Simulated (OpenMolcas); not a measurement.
Cu2+: moving the ligands

Cu2+ with its 8 nearest fluoride ions at 2.238 Å, on the Ca site of CaF2 (a = 5.46294 Å, distance in the model lattice 2.366 Å). The rest of the host is ab initio model potentials to 7.6 Å and point charges beyond; the distance is set by hand and nothing relaxes. Ligand basis ANO-RCC-VDZP.

| Property | Result |
| --- | --- |
| Program | OpenMolcas |
| Method | CASSCF |
| Basis | ANO-RCC-VTZP [6s5p3d2f1g] |
| Scalar Hamiltonian | DKH2, point nucleus |
| Active space | 9 electrons in 5 orbitals (3d) |
| State averaging | 2S+1 = 2 even, 5 roots |
| Spin-orbit coupling | RASSI with atomic mean-field integrals over the reference wave functions |

Runs around this geometry, states (labels of O, the rotations of Oh). Energies in cm-1 above the lowest state or level, χT in cm3 K/mol; under a threefold ground state the first gap can be a small split of the lowest multiplet, not the spin-orbit step; 10Dq is the gap between the two states; 10Dq is negative for this site.

| R (Å) | Ground state | First state of that spin | 10Dq | First gap with spin-orbit (degeneracies) | χT at 300 K |
| --- | --- | --- | --- | --- | --- |
| 2.17 | 2T2 | 2E 2908 | -2908 | 881.8 (2, 4) | 0.856 |
| 2.238 | 2T2 | 2E 2398 | -2398 | 815.7 (2, 4) | 0.911 |
| 2.366 | 2T2 | 2E 1715 | -1715 | 688.4 (2, 4) | 1.024 |

Taking |10Dq| as R^-n, n = -ln(1715 / 2908) / ln(2.366 / 2.17) = 6.1 between the shortest and longest distance. The point-charge formula for a cubic d site gives n = 5.

An orbital triplet at a regular site is open to Jahn-Teller coupling, which can distort the site and quench the lowest spin-orbit gaps and is left out. Ligand-to-metal charge-transfer states are missing. With metal d orbitals alone and no dynamic correlation 10Dq can be off by a tenth to a fifth, either way, in oxide and fluoride hosts. No measured value stands beside these numbers; the geometry was set by hand and not optimised.
